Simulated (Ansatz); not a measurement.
Input for Ansatz (a first-principles code): U-PBE0/def2-TZVPP on F (SMILES [F]).

Ansatz 0.2 input:
```yaml
crystal:
  periodic: [false, false, false]
  atoms:
    - {symbol: F, position_ang: [0.00000000, 0.00000000, 0.00000000]}
basis:
  gaussian:
    orbitals: def2-TZVPP
hamiltonian:
  xc: {name: PBE0}
magnetization: {spin_polarized: true, initial_magnetization: 1}
```

Question: What total energy does the run end on?

Answer: -99.6762 hartree.
